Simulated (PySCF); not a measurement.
```xyz
12

C      0.1604     1.6089     0.0039
C     -0.0885     0.2902    -0.0291
C     -1.4524    -0.2579    -0.3579
Si     1.2913    -0.9286     0.3443
H     -0.6238     2.3443    -0.2091
H      1.1487     2.0079     0.2426
H     -1.8428    -0.8753     0.4675
H     -2.1754     0.5474    -0.5566
H     -1.4145    -0.9132    -1.2432
H      0.9268    -1.7899     1.5151
H      1.5135    -1.8421    -0.8227
H      2.5567    -0.1917     0.6452
```

Charge 0, multiplicity 1.

Problem. Give the Mulliken and meta-Löwdin atomic charges from PBE-D3(BJ)/def2-TZVP in PySCF 2.14.0.

Solution. 
```json
[
 {"atom": "C1", "Mulliken (e)": "-0.28", "meta-Löwdin (e)": "-0.25"},
 {"atom": "C2", "Mulliken (e)": "0.01", "meta-Löwdin (e)": "-0.17"},
 {"atom": "C3", "Mulliken (e)": "-0.36", "meta-Löwdin (e)": "-0.35"},
 {"atom": "Si4", "Mulliken (e)": "0.12", "meta-Löwdin (e)": "0.41"},
 {"atom": "H5", "Mulliken (e)": "0.11", "meta-Löwdin (e)": "0.11"},
 {"atom": "H6", "Mulliken (e)": "0.12", "meta-Löwdin (e)": "0.12"},
 {"atom": "H7", "Mulliken (e)": "0.13", "meta-Löwdin (e)": "0.13"},
 {"atom": "H8", "Mulliken (e)": "0.11", "meta-Löwdin (e)": "0.12"},
 {"atom": "H9", "Mulliken (e)": "0.13", "meta-Löwdin (e)": "0.13"},
 {"atom": "H10", "Mulliken (e)": "-0.03", "meta-Löwdin (e)": "-0.08"},
 {"atom": "H11", "Mulliken (e)": "-0.03", "meta-Löwdin (e)": "-0.08"},
 {"atom": "H12", "Mulliken (e)": "-0.03", "meta-Löwdin (e)": "-0.08"}
]
```
